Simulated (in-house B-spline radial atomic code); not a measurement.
What moves the levels of Ag+ ([Kr] 4d10)? Computed with a radial B-spline atomic code at the basis-set limit: Dirac-Hartree-Fock, average of configuration, Fermi nucleus of rms radius 4.4202 fm.

Baseline run (computed): total energy -5314.4061 hartree, 1s1/2 at -943.4539 hartree, 4d5/2 at -21.773 eV with <r> = 1.376 bohr.

Changing the nucleus:

```tsv
nucleus	ΔE (eV)
Fermi nucleus of rms radius 4.4518 fm, A = 98	0.0381
Fermi nucleus of rms radius 4.463 fm, A = 99	0.0516
Fermi nucleus of rms radius 4.4719 fm, A = 100	0.0624
Fermi nucleus of rms radius 4.4799 fm, A = 101	0.0721
Fermi nucleus of rms radius 4.5036 fm, A = 103	0.101
Fermi nucleus of rms radius 4.5119 fm, A = 104	0.111
Fermi nucleus of rms radius 4.5269 fm, A = 105	0.13
Fermi nucleus of rms radius 4.5454 fm, A = 107	0.152
Fermi nucleus of rms radius 4.5638 fm, A = 109	0.175
```

A larger nucleus binds the electrons less, roughly as the density at the nucleus times the change of the nuclear <r²>. The reference is A = 97.
